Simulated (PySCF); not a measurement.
Pb(F)(SH) (FHPbS), SMILES [F][Pb][SH] (connectivity only; charge and spin as stated), neutral, multiplicity 1.

The structure is a stationary point at B3LYP-D3(BJ)/def2-TZVP. The def2 effective core potentials stand for the cores of Pb; spin–orbit coupling is left out. Other conformers were not sampled.

Method: TDDFT-B3LYP/def2-SVPD run with PySCF 2.14.0.

Vertical excitations. Gas-phase values at a fixed geometry. State labels are in the subgroup Cs.

Computed excitation energies, oscillator strengths and character:
```json
[
 {"state": "S1", "symmetry": "A\"", "energy (eV)": "3.55", "λ (nm)": "350", "f": "0.011", "main pairs": "HOMO−1→LUMO 100 %"},
 {"state": "S2", "symmetry": "A'", "energy (eV)": "3.75", "λ (nm)": "331", "f": "0.031", "main pairs": "HOMO→LUMO 94 %"},
 {"state": "S3", "symmetry": "A\"", "energy (eV)": "5.05", "λ (nm)": "245", "f": "0.004", "main pairs": "HOMO→LUMO+1 99 %"},
 {"state": "S4", "symmetry": "A\"", "energy (eV)": "5.37", "λ (nm)": "231", "f": "0.002", "main pairs": "HOMO→LUMO+2 97 %"},
 {"state": "S5", "symmetry": "A'", "energy (eV)": "5.40", "λ (nm)": "230", "f": "0.028", "main pairs": "HOMO−1→LUMO+1 82 %, HOMO−1→LUMO+2 15 %"},
 {"state": "S6", "symmetry": "A\"", "energy (eV)": "5.59", "λ (nm)": "222", "f": "0.005", "main pairs": "HOMO−2→LUMO 93 %"},
 {"state": "S7", "symmetry": "A\"", "energy (eV)": "5.78", "λ (nm)": "214", "f": "0.012", "main pairs": "HOMO−4→LUMO 92 %"},
 {"state": "S8", "symmetry": "A'", "energy (eV)": "5.98", "λ (nm)": "207", "f": "0.013", "main pairs": "HOMO−3→LUMO 91 %"},
 {"state": "S9", "symmetry": "A\"", "energy (eV)": "6.12", "λ (nm)": "203", "f": "0.054", "main pairs": "HOMO→LUMO+3 95 %"},
 {"state": "S10", "symmetry": "A'", "energy (eV)": "6.43", "λ (nm)": "193", "f": "0.429", "main pairs": "HOMO−1→LUMO+3 50 %, HOMO−1→LUMO+2 36 %"},
 {"state": "T1", "symmetry": "A'", "energy (eV)": "2.93", "λ (nm)": "423", "f": "0", "main pairs": "HOMO→LUMO 99 %"},
 {"state": "T2", "symmetry": "A\"", "energy (eV)": "3.05", "λ (nm)": "406", "f": "0", "main pairs": "HOMO−1→LUMO 99 %"},
 {"state": "T3", "symmetry": "A'", "energy (eV)": "4.80", "λ (nm)": "258", "f": "0", "main pairs": "HOMO−1→LUMO+1 80 %, HOMO−1→LUMO+2 18 %"},
 {"state": "T4", "symmetry": "A\"", "energy (eV)": "4.89", "λ (nm)": "254", "f": "0", "main pairs": "HOMO→LUMO+1 77 %, HOMO→LUMO+2 21 %"}
]
```
Triplets are in the Tamm–Dancoff approximation, which puts them higher than full response would, so one can lie above its singlet here.
